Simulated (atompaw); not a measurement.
**What one change does to a pseudopotential (Tl (Z = 81), PAW (atompaw))**

```json
{"Element": "thallium (Tl)", "Generator": "atompaw 4.2.0.5", "Type": "PAW", "Functional": "PBE", "Relativity": "scalar-relativistic", "Frozen core": "[Kr] 4d10 4f14", "Valence charge": "21", "Reference configuration": "5s2 5p6 5d10 6s1 6p2", "Partial waves": "5s (bound): rc 1.10 bohr; 6s (bound): rc 1.40 bohr; 5p (bound): rc 1.85 bohr; 6p (bound): rc 2.15 bohr; 5d (bound): rc 2.15 bohr; 5d channel at 2.65 Ry: rc 2.15 bohr", "Local potential": "troulliermartins scheme with l = 3 at 0.5 Ry, radius 1.50 bohr", "Core correction": "smooth core density matched at 1.15 bohr", "Augmentation charge": "sinc compensation charge, radius 1.80 bohr; PAW radius 2.15 bohr; waves and projectors: modrrkj vanderbiltortho"}
```

Change: augmentation sinc compensation charge, radius 1.80 bohr; PAW radius 2.15 bohr; waves and projectors: custom rrkj gramschmidtortho.

Cutoffs: the cutoffs (Ry, on a coarse ladder) from which the occupation-weighted sum of valence levels, in a spherical-Bessel basis at the reference potential, stays within 10 and 1 mRy of its value at 400 Ry; they do not see the model core or the augmentation charge, which bear on the density cutoff.

What does the change do?

The potential gets neither clearly harder nor softer (40 Ry and 80 Ry → 45 Ry and 80 Ry); the range in which the d phases agree widens (upper end 1.7 → at the end of the scan); neither file shows a bound ghost.

```tsv
quantity	base	changed
cutoff, loose	40 Ry	45 Ry
cutoff, tight	80 Ry	80 Ry
loose cutoff by channel (10 mRy a level)	s 25 Ry, p 21 Ry, d 18 Ry	s 35 Ry, p 21 Ry, d 21 Ry
bound ghosts	none	none
s: phases at 2.16 bohr within 0.05 rad from the reference energy up to (Ry; the scan ends near 5)	to the end of the scan	4.8
p: phases at 2.16 bohr within 0.05 rad from the reference energy up to (Ry; the scan ends near 5)	0.1	0.7
d: phases at 2.16 bohr within 0.05 rad from the reference energy up to (Ry; the scan ends near 5)	1.7	to the end of the scan
lowest overlap eigenvalue by channel	s 0.35, p 1.00, d 1.00	s 0.17, p 0.54, d 0.78
```

 The cutoffs see the waves, projectors and local potential, not the compensation charge or the core.
